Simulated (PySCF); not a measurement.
**Basis and Hamiltonian dependence of the excitation energy of Kr⁺**

Kr⁺ [Ar] 3d10 4s2 4p5 (2P) → Kr⁺ [Ar] 3d10 4s1 4p6 (2S). All values are computed (PySCF 2.14, energy differences of UHF-based or UKS calculations, no spin-orbit coupling). Values in eV.

| basis | Hamiltonian | functions | UHF | r2SCAN | PBE0 | MP2 (valence) | CCSD(T) (valence) | CCSD(T) (valence and next inner shell) |
| --- | --- | --- | --- | --- | --- | --- | --- | --- |
| aug-cc-pVDZ-PP with ECP10MDF | ECP | 32 | 17.762 | 15.125 | 15.276 | 15.412 | 13.224 | n/a |
| ANO-RCC-VTZP | spin-free X2C | 43 | 17.849 | 15.142 | 15.339 | 15.515 | 13.459 | 13.507 |
| x2c-TZVPPall | spin-free X2C | 48 | 17.831 | 15.117 | 15.308 | 15.496 | 13.344 | 13.396 |
| aug-cc-pVTZ-PP with ECP10MDF | ECP | 55 | 17.851 | 15.190 | 15.344 | 15.483 | 13.124 | n/a |
| x2c-TZVPPall with one added diffuse shell each of s, p, d type | spin-free X2C | 57 | 17.831 | 15.117 | 15.308 | 15.491 | n/a | 13.186 |
| aug-cc-pwCVTZ-PP with ECP10MDF | ECP | 96 | 17.858 | 15.198 | 15.345 | 15.493 | 13.129 | n/a |
| x2c-QZVPPall | spin-free X2C | 97 | 17.854 | 15.146 | 15.339 | 15.488 | 13.464 | n/a |
| ANO-R3 | spin-free X2C | 107 | 17.858 | 15.148 | 15.342 | 15.503 | n/a | n/a |
| aug-cc-pVQZ-PP with one added diffuse shell each of s, p, d, f, g type with ECP10MDF | ECP | 114 | 17.855 | 15.196 | 15.346 | 15.447 | n/a | n/a |

Frozen in the all-electron rows: valence: [Ar] 3d10; valence and next inner shell: [Ne]; with a core potential, the same shells as far as they lie outside it.

Reference for a calculation without spin-orbit coupling: 13.292 eV (measured, between term centres; NIST).
